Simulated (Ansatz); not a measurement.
`C#[C][InH][Cl]` + H₂O → `[OH][InH][Cl]` + acetylene at 298.15 K and 1 bar (formal hydrolysis of the In–C bond).

Gas-phase electronic energies from Ansatz, PBE0-D4/def2-TZVP geometries. CCSD(T)/CBS adds triple-zeta CCSD(T) − MP2 to the extrapolated MP2 energy (def2 sets, frozen cores). This one scheme is used for every species. def2 core potentials past Kr. For In outer-core shells are correlated without core-valence functions, which leaves a few kJ/mol of doubt a bond. Each species was taken in one conformer, which may not be the lowest.

```json
{"species": "`C#[C][InH][Cl]`", "CCSD(T)/CBS energy (Eh)": "-726.87417", "H − E (kJ/mol)": "85.1", "S (J/(mol·K))": "339.8"}
{"species": "H₂O", "CCSD(T)/CBS energy (Eh)": "-76.37941", "H − E (kJ/mol)": "66.4", "S (J/(mol·K))": "188.7"}
{"species": "`[OH][InH][Cl]`", "CCSD(T)/CBS energy (Eh)": "-726.02900", "H − E (kJ/mol)": "69.2", "S (J/(mol·K))": "314.0"}
{"species": "`C#C`", "CCSD(T)/CBS energy (Eh)": "-77.22717", "H − E (kJ/mol)": "80.8", "S (J/(mol·K))": "200.2"}
```

H − E and S are ideal-gas, rigid-rotor, harmonic terms from PBE0-D4/def2-TZVP, for one conformer and one mirror image of each species. 1 Eh = 2625.50 kJ/mol, R = 8.31446 J/(mol·K).

By hand: ΔE, ΔH, ΔS and ΔG.

ΔE = (-726.02900) + (-77.22717) − (-726.87417) − (-76.37941) = -0.00259 Eh = -6.8 kJ/mol. Δ(H − E) = 69.2 + 80.8 − 85.1 − 66.4 = -1.5, so ΔH = -8.3 kJ/mol. ΔS = 314.0 + 200.2 − 339.8 − 188.7 = -14.3 J/(mol·K). ΔG = -8.3 − 298.15 × (-14.3)/1000 = -4.0 kJ/mol.

By hand: the equilibrium constant, and the temperature at which ΔG would vanish if ΔH and ΔS stayed fixed.

log₁₀ K = −ΔG/(RT ln 10) = 0.7. ΔG = 0 at ΔH/ΔS = 580 K, though so small a ΔH makes that figure unsure.

TΔS isn't small against ΔH here. The sign of ΔG lies within the doubt. A doubt of 5 kJ/mol in ΔE shifts log₁₀ K by 0.9 here. Other conformers and mirror images would add mixing entropy, several J/(mol·K) or more a flexible species. These are equilibria of isolated gas molecules and say nothing of rates. Largest T1 diagnostic: 0.015 (customary marks: 0.02 for closed shells, 0.045 for open ones).
